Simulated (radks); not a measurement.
The numbers below are computed, except where a source is named.
Excited configurations of the cerium ion Ce4+: one electron is placed in a higher orbital outside [Kr] 4d10 5s2 5p5. The ground configuration is [Xe]. Level of theory: scalar-relativistic Kohn-Sham, BLYP, spin-polarised, spherical densities, point nucleus; open shells are filled with parallel spins first (spin-orbit coupling, left out, can overturn this in heavy ions) (a radial shooting solver on a logarithmic mesh with Libxc functionals). Excitation = E - E(ground); binding = E(ion) - E, where the ion is the core of charge +5; n* = 5/sqrt(2 binding) in atomic units, and the quantum defect is n - n*.

outer orbital  excitation (eV)  binding (eV)  quantum defect  eigenvalue (eV)  <r> (bohr)
4f                      13.710        52.450           1.453          -42.894       1.020
5d                      23.968        42.192           2.161          -37.005       2.092
5f                      43.860        22.300           1.094          -19.207       3.389
6s                      30.651        35.509           2.905          -32.063       3.012
6p                      36.429        29.730           2.618          -26.766       3.402
6d                      44.305        21.855           2.055          -19.683       4.269
6f                      51.644        14.516           1.159          -12.973       6.019
7s                      45.777        20.383           2.915          -18.637       5.180
7p                      48.277        17.883           2.639          -16.277       5.729
7d                      52.020        14.140           2.095          -12.784       6.875

The Delta-SCF ionisation energy is 66.160 eV (NIST Atomic Spectra Database: 65.6 eV, semi-empirical). Self-interaction in the functional shifts the binding energies and quantum defects, so they are the method's values and not measured ones. Open shells are spherical and high-spin; term and fine-structure splittings are not resolved. Spin-orbit splitting is averaged out at the scalar-relativistic level.
